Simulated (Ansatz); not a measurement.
`FC([SiH3])I` + `FC(F)(F)S` → `FC(F)(F)S[SiH3]` + `FCI` at 700 K and 1 bar (ligand exchange at the Si–C bond).

Gas-phase electronic energies from Ansatz, PBE0-D4/def2-TZVP geometries. CCSD(T)/CBS is the MP2 limit (def2-TZVPP, def2-QZVPP) plus CCSD(T) − MP2 in def2-TZVPP, frozen cores. Elements past krypton have def2 core potentials. For I outer-core shells are correlated without core-valence functions, which leaves a few kJ/mol of doubt a bond. Each species was taken in one conformer, which may not be the lowest.

| species | CCSD(T)/CBS energy (Eh) | H − E (kJ/mol) | S (J/(mol·K)) |
| --- | --- | --- | --- |
| `FC([SiH3])I` | -726.74482 | 180.9 | 432.6 |
| `FC(F)(F)S` | -735.79424 | 116.5 | 386.3 |
| `FC(F)(F)S[SiH3]` | -1026.09494 | 187.4 | 489.1 |
| `FCI` | -436.46970 | 116.4 | 337.5 |

H − E and S are ideal-gas, rigid-rotor, harmonic terms from PBE0-D4/def2-TZVP, for one conformer and one mirror image of each species. 1 Eh = 2625.50 kJ/mol, R = 8.31446 J/(mol·K).

By hand: ΔE, ΔH, ΔS and ΔG.

ΔE = (-1026.09494) + (-436.46970) − (-726.74482) − (-735.79424) = -0.02558 Eh = -67.2 kJ/mol. Δ(H − E) = 187.4 + 116.4 − 180.9 − 116.5 = 6.4, so ΔH = -60.8 kJ/mol. ΔS = 489.1 + 337.5 − 432.6 − 386.3 = 7.7 J/(mol·K). ΔG = -60.8 − 700 × (7.7)/1000 = -66.2 kJ/mol.

By hand: the equilibrium constant, and the temperature at which ΔG would vanish if ΔH and ΔS stayed fixed.

log₁₀ K = −ΔG/(RT ln 10) = 4.9. ΔH and −TΔS have one sign here, so there is no such temperature.

The number of gas molecules stays the same, so ΔS is small and ΔH decides. A doubt of 5 kJ/mol in ΔE shifts log₁₀ K by 0.4 here. Other conformers and mirror images would add mixing entropy, several J/(mol·K) or more a flexible species. Modes under 60 cm⁻¹, often nearly free rotors, make the harmonic entropy too high. These are equilibria of isolated gas molecules and say nothing of rates. Largest T1 diagnostic: 0.012 (customary marks: 0.02 for closed shells, 0.045 for open ones).

ΔS is within the doubt of such terms, so its sign, and with it that verdict, could turn.
